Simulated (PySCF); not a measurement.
Isomers of C2H11NSi2 and their computed core-level spectra.

Theory: delta-SCF UKS SCAN, pcX-2 on the ionised atom, pcseg-1 elsewhere, spin-free X2C (PySCF 2.14.0). Geometries: PBE0-D3(BJ)/def2-SVP; isolated species, one conformer each.

Line lists (1s up to Mg, 2p3/2 beyond; areas count atoms within a level, one atom standing for each set equivalent by bonding):
1. C 1s: 290.58 (area 1), 291.57 (area 1) eV; N 1s: 404.27 eV; Si 2p3/2: 106.36 (area 1), 106.49 (area 1) eV
2. C 1s: 289.70 (area 1), 291.61 (area 1) eV; N 1s: 404.32 eV; Si 2p3/2: 106.42 (area 1), 106.58 (area 1) eV
3. C 1s: 290.64 (area 1), 291.68 (area 1) eV; N 1s: 403.95 eV; Si 2p3/2: 106.91 eV

Structures:
A. `CCN[SiH2][SiH3]`
B. `CCN([SiH3])[SiH3]`
C. `C([SiH3])[SiH2]NC`

Task: Which list belongs to which compound?

Result: 
- 1 = A: another candidate has the same counts of sites, so positions decide. C 1s: 290.58 methyl carbon, 291.57 sp3 carbon bound to nitrogen; N 1s: 404.27 silicon-bound nitrogen; Si 2p3/2: 106.36 SiH3 silicon, 106.49 SiH2 silicon.
- 2 = C: another candidate has the same counts of sites, so positions decide. C 1s: 289.70 sp3 carbon bound to silicon, 291.61 N-methyl carbon; N 1s: 404.32 silicon-bound nitrogen; Si 2p3/2: 106.42 SiH3 silicon, 106.58 SiH2 silicon.
- 3 = B: no other candidate has these counts of sites. C 1s: 290.64 methyl carbon, 291.68 sp3 carbon bound to nitrogen; N 1s: 403.95 nitrogen bridging silicon atoms; Si 2p3/2: 106.91 SiH3 silicon (×2).

The 2p values add to the ΔSCF energy of one spin-free hole a correction within the shell (spin–orbit coupling, ligand field).
